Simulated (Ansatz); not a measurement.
C₆H₁₇ClHfN₂O (`CC[N](CC)[Hf]([OH])([Cl])[N](C)C`), relaxed with RKS PBE0-D4/def2-TZVP in Ansatz 0.2.0 from a GFN2-xTB geometry. The force threshold is 0.005 eV/Å; the program also tests the step.

Charge 0, multiplicity 1. Hf takes the def2 core potential.

Start:

```xyz
28

C     0.205   -2.621    0.614
C    -0.645   -1.507    1.222
N    -1.176   -0.646    0.183
C    -2.026    0.395    0.727
C    -2.422    1.370   -0.377
Hf    0.016   -0.075   -1.301
O    -0.629    0.926   -2.767
Cl    0.975   -1.730   -2.655
N     1.568    0.949   -0.552
C     1.256    1.884    0.513
C     2.699    0.124   -0.161
H     1.077   -2.206    0.099
H     0.550   -3.299    1.392
H    -0.391   -3.188   -0.102
H    -1.478   -1.959    1.789
H    -0.039   -0.930    1.954
H    -1.509    0.944    1.541
H    -2.935   -0.050    1.169
H    -1.527    1.847   -0.798
H    -3.089    2.139    0.009
H    -2.934    0.829   -1.177
H    -0.133    0.635   -3.542
H     0.972    1.374    1.454
H     0.443    2.545    0.202
H     2.131    2.511    0.738
H     2.921   -0.605   -0.947
H     2.526   -0.405    0.796
H     3.593    0.749   -0.024
```

```tsv
step	energy (eV)	largest force (eV/Å)	largest move (Å)
1	-25348.0030	1.861	0.000
2	-25348.5436	0.382	0.195
3	-25348.6907	0.899	0.195
4	-25348.8286	0.971	0.195
5	-25348.9275	0.647	0.194
6	-25348.9890	0.497	0.190
7	-25349.0268	0.681	0.195
8	-25349.0543	0.576	0.143
9	-25349.0836	0.274	0.149
10	-25349.1021	0.308	0.173
11	-25349.1124	0.520	0.195
13	-25349.1286	0.081	0.076
15	-25349.1405	0.163	0.116
17	-25349.1542	0.275	0.199
19	-25349.1866	0.193	0.200
21	-25349.2118	0.367	0.170
23	-25349.2350	0.084	0.098
25	-25349.2427	0.072	0.106
27	-25349.2436	0.033	0.013
29	-25349.2442	0.028	0.035
31	-25349.2444	0.006	0.008
32	-25349.2444	0.003	0.011
```

End:

```xyz
28

C     0.119   -2.211    1.344
C    -1.105   -1.317    1.396
N    -1.255   -0.434    0.250
C    -2.504    0.294    0.369
C    -2.758    1.323   -0.711
Hf    0.211   -0.352   -1.174
O    -0.315    0.779   -2.643
Cl    0.905   -2.443   -2.134
N     1.816    0.496   -0.276
C     2.003    1.005    1.057
C     2.987    0.665   -1.106
H     1.049   -1.638    1.248
H     0.198   -2.784    2.269
H     0.069   -2.923    0.518
H    -2.000   -1.952    1.487
H    -1.072   -0.711    2.315
H    -2.528    0.796    1.349
H    -3.340   -0.423    0.384
H    -1.980    2.091   -0.725
H    -3.714    1.817   -0.527
H    -2.795    0.871   -1.704
H    -0.097    1.489   -3.240
H     2.825    0.490    1.577
H     1.095    0.876    1.650
H     2.247    2.077    1.050
H     2.822    0.259   -2.112
H     3.858    0.136   -0.692
H     3.260    1.724   -1.218
```

Run time 49 s (11 threads of an AMD EPYC 7R13 on a shared host and a whole NVIDIA H100 80 GB); peak host memory 1.2 GiB.
